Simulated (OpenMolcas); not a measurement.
A calculation on Ar2+.

```json
{
 "Program": "OpenMolcas",
 "Method": "SS-CASPT2, IPEA 0.25 Eh, imaginary shift 0.1 Eh (closed shells correlated: 2s 2p 3s)",
 "Basis": "ANO-RCC-VTZP [5s4p2d1f]",
 "Scalar Hamiltonian": "DKH2, point nucleus",
 "Active space": "4 electrons in 3 orbitals (3p)",
 "State averaging": "2S+1 = 3 even, 3 roots; 2S+1 = 1 even, 6 roots",
 "Spin-orbit coupling": "state interaction with AMFI integrals over the reference wave functions, term energies averaged over their components"
}
```

Task: Which level of the active space comes out lowest?

Result: 3s² 3p⁴ ³P₂, with 100 % of that term; it is also the measured ground level.

Task: How high does 3s² 3p⁴ ¹S₀ lie?

Result: 35270 cm⁻¹ above the lowest level; measured 33266 cm⁻¹ above the ground level, so the calculation is off by +6 %.

Task: How high does 3s² 3p⁴ ¹D₂ lie?

Result: 14570 cm⁻¹ above the lowest level; measured 14010 cm⁻¹ above the ground level, so the calculation is off by +4 %.

Task: How high does 3s² 3p⁴ ³P₁ lie?

Result: 1033 cm⁻¹ above the lowest level; measured 1112 cm⁻¹ above the ground level, so the calculation is off by -7 %.

Measured values: Saloman, J. Phys. Chem. Ref. Data 39, 033101 (2010).

CASPT2 does not keep the components of a term degenerate, so their means are used; among the terms shown or strongly mixed into the levels shown the widest spread is 130 cm-1 (3s² 3p⁴ ¹D). With the s shell closed, the reference lacks s² → p² mixing. Measured partners are found by configuration, term and J. A level has none where our copy of the source lacks it or the pairing is in doubt (some pairs that miss far off the trend of their configuration count as doubtful), and it then counts in no deviation. Levels of configurations outside the active space are missing.
